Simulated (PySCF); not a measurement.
H2RuS (triplet). Computed with PySCF, UPBE0, basis Ru def2-TZVP with ECP28, S def2-TZVP, H def2-TZVP (scalar-relativistic core potentials, no spin–orbit coupling, density fitting).

Harmonic bands of its minimum:

| ω (cm⁻¹) | IR (km/mol) |
| --- | --- |
| 564 | 13.9 |
| 567 | 10.3 |
| 572 | 59.8 |
| 668 | 1.8 |
| 2172 | 31.0 |
| 2212 | 43.1 |

Task: The central atom is Ru. Infer the point group and assign the bands.

Result: Cs. The modes span 4a' + 2a'': 564 a', 567 a'', 572 a', 668 a', 2172 a'', 2212 a'. The computed geometry has Ru–H 1.554 Å (×2), Ru–S 2.029 Å; H–Ru–H 86.3°, H–Ru–S 93.5° (×2).

This need not be the most stable arrangement of these atoms. Open d and f shells are described by one determinant, and the ground state may have another occupation or spin.
